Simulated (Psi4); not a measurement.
C4H7 (SMILES [CH-]1CCC1), charge -1, singlet, at a GFN2-xTB geometry (a gas-phase anion, which may not be bound at this level); M06-2X/3-21G in Psi4 1.11.

The Psi4 input:
```
memory 2 GB

molecule {
-1 1
  C     0.00517132    1.09925244   -0.34269289
  C    -0.00709196   -1.01871233   -0.00830742
  C    -1.07652487    0.07011928    0.08516265
  C     1.07848492    0.05524076    0.06995662
  H     0.01625217    1.98354431    0.36244730
  H    -0.01744288   -1.52642944   -0.97846478
  H    -0.00686701   -1.79084704    0.77907723
  H    -1.49140270    0.13217959    1.11834808
  H    -1.94429847   -0.05926635   -0.58796451
  H     1.50871792    0.11146630    1.09717884
  H     1.93480455   -0.08604828   -0.61533597
}

set basis 3-21g

energy('m06-2x')
print_variables()
```

What the program printed (banner, timings and long lists left out):

```
   => Loading Basis Set <=

    Name: 3-21G
    Role: ORBITAL
    Keyword: BASIS

         ---------------------------------------------------------
                                   SCF
               by Justin Turney, Rob Parrish, Andy Simmonett
                          and Daniel G. A. Smith
                              RKS Reference
         ---------------------------------------------------------

  ==> Geometry <==

    Molecular point group: c1
    Full point group: C1

    Geometry (in Angstrom), charge = -1, multiplicity = 1:

       Center              X                  Y                   Z               Mass
    ------------   -----------------  -----------------  -----------------  -----------------
         C            0.005167057881     1.076988543126    -0.321512354199    12.000000000000
         C           -0.007096222119    -1.040976226874     0.012873115801    12.000000000000
         C           -1.076529132119     0.047855383126     0.106343185801    12.000000000000
         C            1.078480657881     0.032976863126     0.091137155801    12.000000000000
         H            0.016247907881     1.961280413126     0.383627835801     1.007825032230
         H           -0.017447142119    -1.548693336874    -0.957284244199     1.007825032230
         H           -0.006871272119    -1.813110936874     0.800257765801     1.007825032230
         H           -1.491406962119     0.109915693126     1.139528615801     1.007825032230
         H           -1.944302732119    -0.081530246874    -0.566783974199     1.007825032230
         H            1.508713657881     0.089202403126     1.118359375801     1.007825032230
         H            1.934800287881    -0.108312176874    -0.594155434199     1.007825032230

  Running in c1 symmetry.

  Rotational constants: A =      0.39158  B =      0.36556  C =      0.21919 [cm^-1]
  Rotational constants: A =  11739.22910  B =  10959.11872  C =   6571.17644 [MHz]
  Nuclear repulsion =  118.740911114027156

  Charge       = -1
  Multiplicity = 1
  Electrons    = 32
  Nalpha       = 16
  Nbeta        = 16

  ==> Algorithm <==

  SCF Algorithm Type is DF.
  DIIS enabled.
  MOM disabled.
  Fractional occupation disabled.
  Guess Type is SAD.
  Energy threshold   = 1.00e-06
  Density threshold  = 1.00e-06
  Integral threshold = 1.00e-12

  ==> Primary Basis <==

  Basis Set: 3-21G
    Blend: 3-21G
    Number of shells: 34
    Number of basis functions: 50
    Number of Cartesian functions: 50
[...]
   @DF-RKS iter   5:  -155.55397037066740   -1.06838e-04   6.04578e-05 DIIS
   @DF-RKS iter   6:  -155.55397566075078   -5.29008e-06   6.16682e-06 DIIS
   @DF-RKS iter   7:  -155.55397577476469   -1.14014e-07   1.80102e-06 DIIS
   @DF-RKS iter   8:  -155.55397578571674   -1.09520e-08   1.02119e-06 DIIS
   @DF-RKS iter   9:  -155.55397578757061   -1.85386e-09   1.74485e-07 DIIS
  Energy and wave function converged.

  ==> Post-Iterations <==

   Electrons on quadrature grid:
      Ntotal   =   32.0000284098 ; deviation = 2.841e-05

    Orbital Energies [Eh]
    ---------------------

    Doubly Occupied:

[...]
      16A      0.070948

    Virtual:

[...]
      50A      2.623557

    Final Occupation by Irrep:
              A
    DOCC [    16 ]
    NA   [    16 ]
    NB   [    16 ]

  @DF-RKS Final Energy:  -155.55397578757061

   => Energetics <=

    Nuclear Repulsion Energy =            118.7409111140271563
    One-Electron Energy =                -450.1953847633604937
    Two-Electron Energy =                 187.6992461208754719
    DFT Exchange-Correlation Energy =     -11.7987482591127257
    Empirical Dispersion Energy =           0.0000000000000000
    VV10 Nonlocal Energy =                  0.0000000000000000
    Total Energy =                       -155.5539757875706073

Computation Completed

Properties will be evaluated at   0.000000,   0.000000,   0.000000 [a0]

Properties computed using the SCF density matrix

 Multipole Moments:

 ------------------------------------------------------------------------------------
     Multipole            Electronic (a.u.)      Nuclear  (a.u.)        Total (a.u.)
 ------------------------------------------------------------------------------------

 L = 1.  Multiply by 2.5417464519 to convert [e a0] to [Debye]
 Dipole X            :         -0.0043303           -0.0002496           -0.0045799
 Dipole Y            :          0.0018049           -1.3042527           -1.3024478
 Dipole Z            :         -0.6154594            1.2407877            0.6253283
 Magnitude           :                                                    1.4447930

 ------------------------------------------------------------------------------------

  Variable Map:
  ----------------------------------------------------------------------------
[...]
  Array Variable Map:
  ----------------------------------------------------------------------------
[...]
[...]
```
